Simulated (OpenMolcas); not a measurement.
**Ho3+: moving the ligands**

Ho3+ with 6 ligands (iodide) in trigonal antiprismatic coordination (D3d) at 3.03 Å, a polar angle of 59.7° against the regular 54.74°. A charge of +0.5 e stands 3.2 Å behind each ligand. Ligand basis ANO-RCC-VDZP.

```yaml
Program: OpenMolcas 26.06
Method: CASSCF
Basis: ANO-RCC-VDZP [7s6p4d2f1g]
Scalar_Hamiltonian: DKH2, point nucleus
Active_space: 10 electrons in 7 orbitals (4f)
State_averaging: 2S+1 = 5 even, 35 roots (30 in the spin-orbit step); 2S+1 = 3 even, 106 roots kept (CI in the orbitals of an earlier block); 2S+1 = 1 even, 31 roots kept (CI in the orbitals of an earlier block)
Spin-orbit_coupling: RASSI with atomic mean-field integrals over the reference wave functions
```

Runs around this geometry, states (labels of D3, the rotations of D3d). Energies in cm-1 above the lowest state or level, χT in cm3 K/mol.

```csv
R (Å),Ground state,First state of that spin,First gap with spin-orbit (degeneracies),Width of lowest J,χT at 300 K
2.92,5A2,5E 36.6,"2.5 (1, 2)",141,13.867
3.03,5A2,5E 28.1,"2.3 (1, 2)",120,13.886
3.17,5A2,5E 19.8,"2.0 (1, 2)",99,13.902
```

Taking the width of the lowest J multiplet as R^-n, n = -ln(99 / 141) / ln(3.17 / 2.92) = 4.3 between the shortest and longest distance.

High states are left out of the spin-orbit mixing, which shifts the levels that they would mix with. Without dynamic correlation the ligand-field splitting of an f shell can come out too small, at times by half. A group larger than the point group allows holds several states that coincide in this model. No measured value stands beside these numbers; the geometry is a model, was not optimised and need not be the one that this ion takes.
